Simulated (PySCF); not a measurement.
PySCF input (HF/def2-TZVPD):

```python
from pyscf import gto, scf, dft

mol = gto.M(
    atom='''
    B    -0.00000000   -0.00000000   -0.78400375
    B     0.00000000    0.00000000    0.78400375
    ''',
    basis='def2-tzvpd',
    charge=0,
    spin=2,
    symmetry='D2h',
    verbose=4,
)

mf = scf.UHF(mol).density_fit(auxbasis='def2-universal-jkfit')
mf.conv_tol = 1e-9
mf.max_cycle = 100
mf.max_memory = 1500
mf.kernel()
if not mf.converged:
    mf = mf.newton()
    mf.kernel(mf.make_rdm1())
mf.analyze()
```

End of the output:

```
Extra cycle  E= -49.0916222583784  delta_E= -1.24e-12  |g|= 3.97e-07  |ddm|= 9.5e-06
converged SCF energy = -49.0916222583784  <S^2> = 2.0126673  2S+1 = 3.008433
**** SCF Summaries ****
Total Energy =                         -49.091622258378379
Nuclear Repulsion Energy =               8.437096297689905
One-electron Energy =                  -81.376475634481551
Two-electron Energy =                   23.847757078413270
Two-electron Coulomb Energy =           31.397826541728666
DFT Exchange-Correlation Energy =       -7.550069463315396
HOMO-LUMO gap [eV] =                     7.736175984203989
Wave-function symmetry = B1g
alpha occupancy for each irrep:     Ag  B1g  B2g  B3g   Au  B1u  B2u  B3u
                                     2    0    0    0    0    2    1    1
beta  occupancy for each irrep:     Ag  B1g  B2g  B3g   Au  B1u  B2u  B3u
                                     2    0    0    0    0    2    0    0
**** MO energy ****
alpha MO #1 (Ag #1), energy= -7.70782071450605 occ= 1
alpha MO #2 (B1u #1), energy= -7.70660310989044 occ= 1
alpha MO #3 (Ag #2), energy= -0.779776806283811 occ= 1
alpha MO #4 (B1u #2), energy= -0.392447829324581 occ= 1
alpha MO #5 (B2u #1), energy= -0.366202294176511 occ= 1
alpha MO #6 (B3u #1), energy= -0.366202294176511 occ= 1
alpha MO #7 (Ag #3), energy= -0.0462389610435601 occ= 0
alpha MO #8 (Ag #4), energy= 0.0658553521654071 occ= 0
alpha MO #9 (B1u #3), energy= 0.0703743640951711 occ= 0
alpha MO #10 (B2g #1), energy= 0.0829509877557367 occ= 0
alpha MO #11 (B3g #1), energy= 0.082950987755737 occ= 0
alpha MO #12 (Ag #5), energy= 0.148911109658307 occ= 0
alpha MO #13 (Ag #6), energy= 0.172047803180048 occ= 0
alpha MO #14 (B1g #1), energy= 0.172047803180061 occ= 0
alpha MO #15 (B2u #2), energy= 0.178456610388104 occ= 0
alpha MO #16 (B3u #2), energy= 0.178456610388102 occ= 0
alpha MO #17 (B1u #4), energy= 0.185106726163928 occ= 0
alpha MO #18 (B2g #2), energy= 0.201902198197862 occ= 0
alpha MO #19 (B3g #2), energy= 0.201902198197887 occ= 0
alpha MO #20 (Au #1), energy= 0.24340440386078 occ= 0
alpha MO #21 (B1u #5), energy= 0.243404403860772 occ= 0
alpha MO #22 (B2u #3), energy= 0.268257838978033 occ= 0
alpha MO #23 (B3u #3), energy= 0.268257838978033 occ= 0
alpha MO #24 (B1u #6), energy= 0.286743865432037 occ= 0
alpha MO #25 (Ag #7), energy= 0.298015575356446 occ= 0
alpha MO #26 (Ag #8), energy= 0.384202543619844 occ= 0
alpha MO #27 (B1u #7), energy= 0.422246501926571 occ= 0
alpha MO #28 (B2g #3), energy= 0.42801942951994 occ= 0
alpha MO #29 (B3g #3), energy= 0.428019429520009 occ= 0
alpha MO #30 (Ag #9), energy= 0.570729442161198 occ= 0
alpha MO #31 (B1g #2), energy= 0.570729442161177 occ= 0
alpha MO #32 (B1u #8), energy= 0.647696740442992 occ= 0
alpha MO #33 (B2u #4), energy= 0.670319335218774 occ= 0
alpha MO #34 (B3u #4), energy= 0.670319335218774 occ= 0
alpha MO #35 (Au #2), energy= 0.760333792679249 occ= 0
alpha MO #36 (B1u #9), energy= 0.760333792679258 occ= 0
alpha MO #37 (Ag #10), energy= 0.765600355196288 occ= 0
alpha MO #38 (B2g #4), energy= 0.85508658450049 occ= 0
alpha MO #39 (B3g #4), energy= 0.855086584500492 occ= 0
alpha MO #40 (B1u #10), energy= 0.957499922981103 occ= 0
alpha MO #41 (Ag #11), energy= 1.07277821973077 occ= 0
alpha MO #42 (B2u #5), energy= 1.09890549052483 occ= 0
alpha MO #43 (B3u #5), energy= 1.09890549052483 occ= 0
alpha MO #44 (B1u #11), energy= 1.18881640468058 occ= 0
alpha MO #45 (B2g #5), energy= 1.3295001675257 occ= 0
alpha MO #46 (B3g #5), energy= 1.32950016752572 occ= 0
alpha MO #47 (Ag #12), energy= 1.40032074104702 occ= 0
alpha MO #48 (B1u #12), energy= 1.47888893643543 occ= 0
alpha MO #49 (Ag #13), energy= 1.77052726980309 occ= 0
alpha MO #50 (B1g #3), energy= 1.77052726980307 occ= 0
alpha MO #51 (B2u #6), energy= 1.79794466066802 occ= 0
alpha MO #52 (B3u #6), energy= 1.79794466066802 occ= 0
alpha MO #53 (B2u #7), energy= 1.8407990611381 occ= 0
alpha MO #54 (B3u #7), energy= 1.8407990611381 occ= 0
alpha MO #55 (Ag #14), energy= 2.00927057545181 occ= 0
alpha MO #56 (B2g #6), energy= 2.04775114771961 occ= 0
alpha MO #57 (B3g #6), energy= 2.04775114771961 occ= 0
alpha MO #58 (Ag #15), energy= 2.10230318229765 occ= 0
alpha MO #59 (B1g #4), energy= 2.10230318229765 occ= 0
alpha MO #60 (B2g #7), energy= 2.14001488838965 occ= 0
alpha MO #61 (B3g #7), energy= 2.14001488838965 occ= 0
alpha MO #62 (Au #3), energy= 2.16076067196167 occ= 0
alpha MO #63 (B1u #13), energy= 2.16076067196169 occ= 0
alpha MO #64 (B2u #8), energy= 2.42745499303716 occ= 0
alpha MO #65 (B3u #8), energy= 2.42745499303716 occ= 0
alpha MO #66 (B1u #14), energy= 2.46378127871323 occ= 0
alpha MO #67 (Au #4), energy= 2.46551917953424 occ= 0
alpha MO #68 (B1u #15), energy= 2.46551917953422 occ= 0
alpha MO #69 (Ag #16), energy= 3.07530858098902 occ= 0
alpha MO #70 (B2g #8), energy= 3.10355439455757 occ= 0
alpha MO #71 (B3g #8), energy= 3.10355439455758 occ= 0
alpha MO #72 (B1u #16), energy= 3.12051339023523 occ= 0
alpha MO #73 (Ag #17), energy= 14.3110342681057 occ= 0
alpha MO #74 (B1u #17), energy= 14.8552852503934 occ= 0
beta  MO #1 (Ag #1), energy= -7.69507854377661 occ= 1
beta  MO #2 (B1u #1), energy= -7.6944659811247 occ= 1
beta  MO #3 (Ag #2), energy= -0.641825343591398 occ= 1
beta  MO #4 (B1u #2), energy= -0.330538187055716 occ= 1
beta  MO #5 (Ag #3), energy= -0.0382777468216435 occ= 0
beta  MO #6 (B2u #1), energy= 0.0217125114030856 occ= 0
beta  MO #7 (B3u #1), energy= 0.0217125114030834 occ= 0
beta  MO #8 (Ag #4), energy= 0.0697171276011836 occ= 0
beta  MO #9 (B1u #3), energy= 0.0728205400274149 occ= 0
beta  MO #10 (B2g #1), energy= 0.125424198866522 occ= 0
beta  MO #11 (B3g #1), energy= 0.125424198866526 occ= 0
beta  MO #12 (Ag #5), energy= 0.155044351415066 occ= 0
beta  MO #13 (Ag #6), energy= 0.185324091003565 occ= 0
beta  MO #14 (B1g #1), energy= 0.185324091003572 occ= 0
beta  MO #15 (B1u #4), energy= 0.185548486103155 occ= 0
beta  MO #16 (B2u #2), energy= 0.208601013119741 occ= 0
beta  MO #17 (B3u #2), energy= 0.20860101311974 occ= 0
beta  MO #18 (Au #1), energy= 0.245667520433412 occ= 0
beta  MO #19 (B1u #5), energy= 0.245667520433402 occ= 0
beta  MO #20 (B2g #2), energy= 0.251036977905717 occ= 0
beta  MO #21 (B3g #2), energy= 0.25103697790575 occ= 0
beta  MO #22 (B2u #3), energy= 0.290931019699357 occ= 0
beta  MO #23 (B3u #3), energy= 0.290931019699356 occ= 0
beta  MO #24 (B1u #6), energy= 0.29878906387021 occ= 0
beta  MO #25 (Ag #7), energy= 0.308143422850559 occ= 0
beta  MO #26 (Ag #8), energy= 0.402349704669271 occ= 0
beta  MO #27 (B1u #7), energy= 0.430284006214881 occ= 0
beta  MO #28 (B2g #3), energy= 0.462168833325748 occ= 0
[...]
```
